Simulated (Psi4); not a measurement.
C2H5AlO2, singlet, geometry from GFN2-xTB (such geometries of metal compounds can be far from the true shape); Psi4 with MP2/cc-pV(Q+d)Z.

Input for Psi4:
```
memory 2 GB

molecule {
0 1
Al    0.52753011    0.16705693    1.92334490
H    -0.56636544    0.32922842    2.98020618
H     2.01928270    0.14215707    2.26127922
O     0.08220117    0.01827399    0.32857631
C    -0.28448597   -0.25146501   -0.93725703
C    -0.31925625    0.96922677   -1.81570220
O    -0.54655055   -1.36311059   -1.28735258
H    -0.61823370    0.69168644   -2.82200944
H     0.66744610    1.42780474   -1.83230714
H    -1.02277276    1.68950534   -1.40268677
}

set {
  basis cc-pv(q+d)z
  freeze_core true
}

energy('mp2')
print_variables()
```

### Question
Write the output that Psi4 gives for this input, abridged.

### Answer

```
    SCF Algorithm Type (re)set to DF.

   => Loading Basis Set <=

    Name: CC-PV(Q+D)Z
    Role: ORBITAL
    Keyword: BASIS

         ---------------------------------------------------------
                                   SCF
               by Justin Turney, Rob Parrish, Andy Simmonett
                          and Daniel G. A. Smith
                              RHF Reference
         ---------------------------------------------------------

  ==> Geometry <==

    Molecular point group: c1
    Full point group: C1

    Geometry (in Angstrom), charge = 0, multiplicity = 1:

       Center              X                  Y                   Z               Mass
    ------------   -----------------  -----------------  -----------------  -----------------
         AL           0.527023959612     0.213370457034     1.892645722053    26.981538530000
         H           -0.566871590388     0.375541947034     2.949507002053     1.007825032230
         H            2.018776549612     0.188470597034     2.230580042053     1.007825032230
         O            0.081695019612     0.064587517034     0.297877132053    15.994914619570
         C           -0.284992120388    -0.205151482966    -0.967956207947    12.000000000000
         C           -0.319762400388     1.015540297034    -1.846401377947    12.000000000000
         O           -0.547056700388    -1.316797062966    -1.318051757947    15.994914619570
         H           -0.618739850388     0.737999967034    -2.852708617947     1.007825032230
         H            0.666939949612     1.474118267034    -1.863006317947     1.007825032230
         H           -1.023278910388     1.735818867034    -1.433385947947     1.007825032230

  Running in c1 symmetry.

  Rotational constants: A =      0.31953  B =      0.07434  C =      0.06263 [cm^-1]
  Rotational constants: A =   9579.38927  B =   2228.61047  C =   1877.69104 [MHz]
  Nuclear repulsion =  207.059983180791846

  Charge       = 0
  Multiplicity = 1
  Electrons    = 46
  Nalpha       = 23
  Nbeta        = 23

  ==> Algorithm <==

  SCF Algorithm Type is DF.
  DIIS enabled.
  MOM disabled.
  Fractional occupation disabled.
  Guess Type is SAD.
  Energy threshold   = 1.00e-08
  Density threshold  = 1.00e-08
  Integral threshold = 1.00e-12

  ==> Primary Basis <==

  Basis Set: CC-PV(Q+D)Z
    Blend: CC-PV(Q+D)Z
    Number of shells: 128
    Number of basis functions: 434
    Number of Cartesian functions: 535
    Spherical Harmonics?: true
[...]
  @DF-RHF Final Energy:  -470.47090695189411
    Total Energy =                       -470.4709069518941078
[...]

  //>>>>>>>>>>>>>>>>>>>>>>>>>>>>>>>>>>>//
  //               DFMP2               //
  //<<<<<<<<<<<<<<<<<<<<<<<<<<<<<<<<<<<//

   => Loading Basis Set <=

    Name: (CC-PV(Q+D)Z AUX)
    Role: RIFIT
    Keyword: DF_BASIS_MP2

	 --------------------------------------------------------
	                          DF-MP2
	      2nd-Order Density-Fitted Moller-Plesset Theory

	        Rob Parrish, Justin Turney, Andy Simmonett,
	           Ed Hohenstein, and C. David Sherrill
	 --------------------------------------------------------

   => Auxiliary Basis Set <=

  Basis Set: (CC-PV(Q+D)Z AUX)
    Blend: CC-PVQZ-RI
    Number of shells: 233
    Number of basis functions: 961
    Number of Cartesian functions: 1286
    Spherical Harmonics?: true
    Max angular momentum: 5

	 --------------------------------------------------------
	                 NBF =   434, NAUX =   961
	 --------------------------------------------------------
	   CLASS    FOCC     OCC    AOCC    AVIR     VIR    FVIR
	   PAIRS       9      23      14     411     411       0
	 --------------------------------------------------------

	-----------------------------------------------------------
	 ==================> DF-MP2 Energies <====================
	-----------------------------------------------------------
	 Reference Energy          =    -470.4709069518941078 [Eh]
	 Singles Energy            =      -0.0000000000000000 [Eh]
	 Same-Spin Energy          =      -0.2162748575287839 [Eh]
	 Opposite-Spin Energy      =      -0.7159448900446476 [Eh]
	 Correlation Energy        =      -0.9322197475734315 [Eh]
	 Total Energy              =    -471.4031266994675207 [Eh]
	-----------------------------------------------------------
	 ================> DF-SCS-MP2 Energies <==================
	-----------------------------------------------------------
	 SCS Same-Spin Scale       =       0.3333333333333333 [-]
	 SCS Opposite-Spin Scale   =       1.2000000000000000 [-]
	 SCS Same-Spin Energy      =      -0.0720916191762613 [Eh]
	 SCS Opposite-Spin Energy  =      -0.8591338680535771 [Eh]
	 SCS Correlation Energy    =      -0.9312254872298383 [Eh]
	 SCS Total Energy          =    -471.4021324391239318 [Eh]
	-----------------------------------------------------------

  Variable Map:
  ----------------------------------------------------------------------------
[...]
  Array Variable Map:
  ----------------------------------------------------------------------------
[...]
[...]
```
